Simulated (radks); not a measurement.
Results of a calculation; reference values are marked as such.
The nuclear charge of neutral helium is varied continuously with 2 electrons held in [He]. Code: a radial shooting solver on a logarithmic mesh with Libxc functionals. Model: scalar-relativistic Kohn-Sham, LDA (Slater exchange, Perdew-Wang correlation), spin-unpolarised, spherical densities, point nucleus. By the Hellmann-Feynman theorem dE/dZ = E(electron-nucleus)/Z, the electronic potential at the nucleus. The scalar-relativistic energy here is not variational (the density holds large components alone), so the two differ by a part that grows with Z.

| Z | E (hartree) | E(electron-nucleus)/Z (hartree) | HOMO | e(HOMO) (eV) | <r> HOMO (bohr) |
|---|---|---|---|---|---|
| 1.8 | -2.21179 | -2.91534 | 1s | -9.951 | 1.101 |
| 2 | -2.83459 | -3.31272 | 1s | -15.518 | 0.9593 |
| 2.2 | -3.53691 | -3.71058 | 1s | -22.167 | 0.8502 |
| 2.4 | -4.31885 | -4.10882 | 1s | -29.899 | 0.7635 |
| 2.6 | -5.18047 | -4.50736 | 1s | -38.714 | 0.6928 |
| 2.8 | -6.12182 | -4.90615 | 1s | -48.613 | 0.6342 |
| 3 | -7.14295 | -5.30516 | 1s | -59.597 | 0.5847 |

The central difference of E at Z = 2 is -3.313 hartree, to compare with the third column; the second derivative is -1.99 hartree.
